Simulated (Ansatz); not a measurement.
**C2H5ClSi+: structure from calculated spectroscopic constants**

These gas-phase data were calculated for one isomer of C2H5ClSi+ at PBE0-D3(BJ)/def2-SVP (harmonic, unscaled wavenumbers; equilibrium rotational constants with average atomic masses):

* rotational constants: 5.973, 3.488, 2.233 GHz
* all wavenumbers above 1500 cm⁻¹: 3275, 3186, 3154, 3146, 3048

Candidates:

(1) the doublet with the links of `C[CH][SiH+]Cl`
(2) the doublet with the links of `[CH2][Si+](C)Cl`

**Question.** Assign the data to one candidate and say why.

**Answer.** Candidate (2). No mode falls between 2000 and 2380 cm⁻¹, where the Si–H stretch of (1) would stand.

The same quantities for all candidates:

```
     rotational constants (GHz)   wavenumbers above 1500 cm⁻¹  E above the lowest, PBE0-D3(BJ)/def2-SVP (kcal/mol)
(1)         8.636, 2.606, 2.026  3191, 3160, 3067, 3008, 2351                                                  8.9
(2)         5.973, 3.488, 2.233  3275, 3186, 3154, 3146, 3048                                                  0.0
```

Harmonic stretches to hydrogen usually lie a few per cent above observed fundamentals. Each candidate is one conformer. Open shells are spin-unrestricted. Programs: Ansatz 0.2.0.
